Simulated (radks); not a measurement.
Question: The mean radii <r> (bohr) of the occupied orbitals of an atom or ion are listed with their occupations. All-electron calculation, scalar-relativistic Kohn-Sham, r2SCAN, spin-unpolarised, spherical densities, finite nucleus; meta-GGA in the generalised Kohn-Sham scheme; Fermi nuclear charge, rms radius of each element as measured or else 0.836 A^(1/3) + 0.57 fm. Program: a radial shooting solver on a logarithmic mesh with Libxc functionals.

orbital  occ.      <r>
1s          2  0.02191
2s          2  0.09326
2p          6  0.08238
3s          2   0.2440
3p          6   0.2427
3d         10   0.2212
4s          2   0.5530
4p          6   0.5851
4d         10   0.6362
5s          2    1.337
5p          6    1.556
4f          7   0.8639
6s          1    3.726
5d          1    2.549

Name the element and its charge.

Answer: Z = 64, gadolinium, charge +1: Gd+ in [Xe] 4f7 5d1 6s1. The 1s radius gives Z: for a bare nucleus <r> = (2 gamma + 1)/(2Z) with gamma = sqrt(1 - (Z/c)^2), 0.02163 bohr for Z = 64, and screening makes it slightly larger (0.02191 here). The occupations add up to 63, and the charge is Z minus that.
